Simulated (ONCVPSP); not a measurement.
**Before and after: ONCV potential for V**

V (Z = 23), optimised norm-conserving Vanderbilt (ONCV), made with ONCVPSP 4.0.1 (PBE, scalar-relativistic). Core [Ne], reference 3s2 3p6 3d3 4s1.75 4p0.25. Waves: 3s+4s: rc 1.65 bohr, ncon 4, nbas 9, qcut 6.8 1/bohr, 2 projectors; 3p+4p: rc 1.60 bohr, ncon 3, nbas 7, qcut 9.8 1/bohr, 2 projectors; 3d: rc 1.10 bohr, ncon 3, nbas 8, qcut 10.1 1/bohr, 2 projectors, debl 2.9 Ha; f scattering state at 0.05 Ha: rc 1.75 bohr, ncon 3, nbas 6, qcut 7.3 1/bohr, 2 projectors, debl 0.5 Ha. Local part: polynomial inside 0.95 bohr (lpopt 3, dvloc0 4 Ha). Core correction: Teter function fitted to the true core (icmod 2), fcfact 0.35.

All-electron outer shells of the reference configuration (PBE, scalar-relativistic, ld1.x):

```json
{"shell": "2s", "level (eV)": "-603.00", "outermost node (bohr)": "0.09", "outermost maximum (bohr)": "0.26"}
{"shell": "2p", "level (eV)": "-503.52", "outermost node (bohr)": "–", "outermost maximum (bohr)": "0.21"}
{"shell": "3s", "level (eV)": "-70.61", "outermost node (bohr)": "0.38", "outermost maximum (bohr)": "0.82"}
{"shell": "3p", "level (eV)": "-44.41", "outermost node (bohr)": "0.35", "outermost maximum (bohr)": "0.84"}
{"shell": "3d", "level (eV)": "-5.52", "outermost node (bohr)": "–", "outermost maximum (bohr)": "0.90"}
{"shell": "4s", "level (eV)": "-4.93", "outermost node (bohr)": "1.17", "outermost maximum (bohr)": "2.76"}
{"shell": "4p", "level (eV)": "-1.63", "outermost node (bohr)": "1.30", "outermost maximum (bohr)": "3.63"}
```

Change: all radii but the core radius scaled by about 1.31 (s 2.16, p 2.10, d 1.44, f 2.28 bohr); local potential polynomial inside 1.24 bohr (lpopt 3, dvloc0 4 Ha).

Cutoffs: the cutoffs (Ha) at which the residual kinetic energy of the hardest occupied pseudo-wave falls to 1 and 0.1 mHa per electron; they do not see the model core or the augmentation charge, which bear on the density cutoff. Errors are all-electron minus pseudo energies relative to the spin-unpolarised reference configuration.

**Question.** What does the change do?

**Answer.** The potential gets softer (49 Ha and 191 Ha → 39 Ha and 44 Ha); of the 4 tests that both files solve, the error grows in 1 and shrinks in 1 by more than 15 % and 0.3 meV (median size 1.3 → 1.7 meV); neither file shows a bound ghost. A larger radius leaves more room for a smooth pseudo-wave, so fewer plane waves are needed.

```csv
quantity,base,changed
"cutoff, loose",49 Ha,39 Ha
"cutoff, tight",191 Ha,44 Ha
loose cutoff by channel,"s 14 Ha, p 24 Ha, d 49 Ha","s 9.9 Ha, p 21 Ha, d 39 Ha"
bound ghosts,none,none
GHOST(+) flags under 300 eV,none,none
"error for 3s2 3p6 3d3 4s2 4p0, meV [ΔE -0.82 eV]",+0.1,+0.1
"error for 3s2 3p6 3d3 4s1 4p0, meV [ΔE 6.92 eV]",-0.5,-0.5
"error for 3s2 3p6 3d3 4s0 4p0, meV [ΔE 21.21 eV]",-2.1,-2.9
"error for 3s2 3p6 3d4 4s1 4p0, meV [ΔE -0.23 eV]",+5.0,+4.2
"rms error of d²Exc/dni dnj with the model core, mHa",1.18,1.23
```
